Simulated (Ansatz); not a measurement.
`B[SiH2]C=O` + H–F → `B[SiH2]F` + `C=O` at 700 K and 1 bar (ligand exchange at the Si–C bond).

Gas-phase electronic energies from Ansatz, PBE0-D4/def2-TZVP geometries. CCSD(T)/CBS adds triple-zeta CCSD(T) − MP2 to the extrapolated MP2 energy (def2 sets, frozen cores). This one scheme is used for every species. Each species was taken in one conformer, which may not be the lowest.

```csv
species,CCSD(T)/CBS energy (Eh),H − E (kJ/mol),S (J/(mol·K))
`B[SiH2]C=O`,-430.02973,213.4,436.3
H–F,-100.39570,45.2,198.5
`B[SiH2]F`,-416.08532,158.0,371.0
`C=O`,-114.39408,97.4,254.3
```

H − E and S are ideal-gas, rigid-rotor, harmonic terms from PBE0-D4/def2-TZVP, for one conformer and one mirror image of each species. 1 Eh = 2625.50 kJ/mol, R = 8.31446 J/(mol·K).

Question: By hand: ΔE, ΔH, ΔS and ΔG.

Answer: ΔE = (-416.08532) + (-114.39408) − (-430.02973) − (-100.39570) = -0.05397 Eh = -141.7 kJ/mol. Δ(H − E) = 158.0 + 97.4 − 213.4 − 45.2 = -3.2, so ΔH = -144.9 kJ/mol. ΔS = 371.0 + 254.3 − 436.3 − 198.5 = -9.5 J/(mol·K). ΔG = -144.9 − 700 × (-9.5)/1000 = -138.2 kJ/mol.

Question: By hand: the equilibrium constant, and the temperature at which ΔG would vanish if ΔH and ΔS stayed fixed.

Answer: log₁₀ K = −ΔG/(RT ln 10) = 10.3. ΔG = 0 at ΔH/ΔS = 15253 K, far beyond where these terms or the molecules hold.

The number of gas molecules stays the same, so ΔS is small and ΔH decides. A doubt of 5 kJ/mol in ΔE shifts log₁₀ K by 0.4 here. Other conformers and mirror images would add mixing entropy, several J/(mol·K) or more a flexible species. Modes under 60 cm⁻¹, often nearly free rotors, make the harmonic entropy too high. These are equilibria of isolated gas molecules and say nothing of rates. Largest T1 diagnostic: 0.016 (customary marks: 0.02 for closed shells, 0.045 for open ones).
